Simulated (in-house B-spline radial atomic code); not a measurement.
# Ionising Ru2+ with different functionals

Computed with an all-electron radial atomic-structure program (B-spline basis): four-component Dirac-Coulomb Hamiltonian, Fermi nucleus of rms radius 4.4809 fm, spin-restricted, spherical fractional occupations for the functionals. The ionisation energy is the difference of two self-consistent energies, [Kr] 4d6 → [Kr] 4d5, without Breit or QED terms; ε is the level of the shell that loses the electron (mean over j). The electron is taken from both j subshells in proportion to 2j + 1, so the result is a j average, not the step between ground levels.

Hybrids are left out here: with spherical fractional occupations of an open shell their exact exchange keeps a self-interaction that integer-occupation calculations don't have.

```csv
method,rung,ΔSCF (eV),-ε(4d) (eV)
LDA VWN5,LDA,30.85,24.38
relativistic LDA,LDA,30.87,24.39
LDA PW92,LDA,30.85,24.37
LDA exchange-only,LDA,29.33,22.91
PBE,GGA,30.62,24.13
PBEsol,GGA,30.61,24.13
BLYP,GGA,30.52,24.05
RPBE,GGA,30.55,24.06
PW91,GGA,30.69,24.21
BP86,GGA,30.71,24.24
AM05,GGA,30.60,24.11
OLYP,GGA,30.65,24.12
```

Q: How do they compare with the NIST value?

A: NIST lists 28.470 eV (semi-empirical, ground level to ground level). Errors run from +0.86 to +2.40 eV. The correlated functionals all miss on the same side by more than they spread, so the cause is common to them (Breit-QED terms, spin polarisation, the choice among j levels, multiplet and fine-structure energies, or a listed next ion that isn't the cheapest removal here) and closeness doesn't rank the functionals.
